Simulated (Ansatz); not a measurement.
Ansatz (a first-principles code) input file for sulfur trioxide (O3S), SMILES O=S(=O)=O, PBE-D3(BJ)/def2-TZVP. 

Ansatz 0.2 input:
```yaml
crystal:
  periodic: [false, false, false]
  atoms:
    - {symbol: O, position_ang: [1.41915504, -0.00000000, 0.00000000]}
    - {symbol: S, position_ang: [0.00000000, -0.00000000, 0.00000000]}
    - {symbol: O, position_ang: [-0.70957752, -1.22902432, 0.00000000]}
    - {symbol: O, position_ang: [-0.70957752, 1.22902432, 0.00000000]}
basis:
  gaussian:
    orbitals: def2-TZVP
hamiltonian:
  xc: pbe
  dispersion: d3bj
relax: {f_tol: 0.002, max_steps: 200}
```

Program output:

```
WARN ansatz: RAYON_NUM_THREADS=1 ignored (pool sized by the plan → 1); use --threads N
Functional definition: PBE
integrals: 0.04 GiB planned
714 factors; their error is unknown
mean field: 0.33 GiB planned
mean field evaluation 1: about -16955.8001 eV, gradient 8.9e1 eV
mean field evaluation 2: about -16910.7693 eV, gradient 1.9e2 eV
mean field evaluation 4: about -16967.9175 eV, gradient 6.1e0 eV
mean field evaluation 8: about -16967.9812 eV, gradient 8.8e-2 eV
mean field evaluation 16: about -16967.9812 eV, gradient 2.3e-5 eV
mean field -16967.98124590 eV, -623.5618094761 hartree, gradient 2.3e-5 eV, S^2 0.000000; 0 other end points of the search recorded, 0 dependent functions left out
the calculation of the forces begins
reference -16967.98126779 eV, -623.5618102805 hartree; 20, 20 occupied and 110, 110 virtual orbitals, 714 factors
relax step   1: F+E_penalty+E_count = -16968.04711473 eV  Δ(F+E_penalty+E_count) = +0.000e0 eV  max|allowed force component| = 1.674e0 eV/Å  Δτ_max = 0.0000 Å  (27 SCF iters, accepted)
these checks for a lower state are left out or cut short: starts, cluster_reference, orbital_swaps, neighbouring_geometries, increment
integrals: 0.04 GiB planned
714 factors; their error is unknown
mean field: 0.33 GiB planned
mean field -16968.02382377 eV, -623.5633741839 hartree, gradient 2.6e-5 eV, S^2 0.000000; 0 other end points of the search recorded, 0 dependent functions left out
the calculation of the forces begins
reference -16968.02384567 eV, -623.5633749887 hartree; 20, 20 occupied and 110, 110 virtual orbitals, 714 factors
relax step   2: F+E_penalty+E_count = -16968.08957843 eV  Δ(F+E_penalty+E_count) = -4.246e-2 eV  max|allowed force component| = 9.014e-1 eV/Å  Δτ_max = 0.0110 Å  (27 SCF iters, accepted)
these checks for a lower state are left out or cut short: starts, cluster_reference, orbital_swaps, neighbouring_geometries, increment
integrals: 0.04 GiB planned
714 factors; their error is unknown
mean field: 0.33 GiB planned
mean field evaluation 32: about -16968.0425 eV, gradient 1.9e-5 eV
mean field -16968.04252837 eV, -623.5640615652 hartree, gradient 1.9e-5 eV, S^2 0.000000; 0 other end points of the search recorded, 0 dependent functions left out
the calculation of the forces begins
reference -16968.04255029 eV, -623.5640623707 hartree; 20, 20 occupied and 110, 110 virtual orbitals, 714 factors
relax step   3: F+E_penalty+E_count = -16968.10814234 eV  Δ(F+E_penalty+E_count) = -1.856e-2 eV  max|allowed force component| = 5.578e-2 eV/Å  Δτ_max = 0.0131 Å  (27 SCF iters, accepted)
these checks for a lower state are left out or cut short: starts, cluster_reference, orbital_swaps, neighbouring_geometries, increment
integrals: 0.04 GiB planned
714 factors; their error is unknown
mean field: 0.33 GiB planned
mean field -16968.04261434 eV, -623.5640647246 hartree, gradient 1.6e-5 eV, S^2 0.000000; 0 other end points of the search recorded, 0 dependent functions left out
the calculation of the forces begins
reference -16968.04263626 eV, -623.5640655301 hartree; 20, 20 occupied and 110, 110 virtual orbitals, 714 factors
relax step   4: F+E_penalty+E_count = -16968.10821833 eV  Δ(F+E_penalty+E_count) = -7.599e-5 eV  max|allowed force component| = 1.821e-4 eV/Å  Δτ_max = 0.0009 Å  (21 SCF iters, accepted)
integrals: 0.04 GiB planned
714 factors; their error is unknown
mean field: 0.33 GiB planned
mean field -16968.04261434 eV, -623.5640647246 hartree, gradient 1.5e-5 eV, S^2 0.000000; 1 other end points of the search recorded, 0 dependent functions left out
the calculation of the forces begins
reference -16968.04263626 eV, -623.5640655301 hartree; 20, 20 occupied and 110, 110 virtual orbitals, 714 factors
Total energy: -16968.10824025 eV, -623.5664764323 hartree
Atom 0 at     1.444196    -0.000000     0.000000 Å, force     0.000033     0.000000     0.000000 eV/Å
Atom 1 at     0.000000    -0.000000    -0.000000 Å, force    -0.000182     0.000000    -0.000000 eV/Å
Atom 2 at    -0.722098    -1.250716     0.000000 Å, force     0.000075     0.000175     0.000000 eV/Å
Atom 3 at    -0.722098     1.250716     0.000000 Å, force     0.000075    -0.000175     0.000000 eV/Å
Dipole moment:     0.000003     0.000000    -0.000000 e Å
```

The run converged.
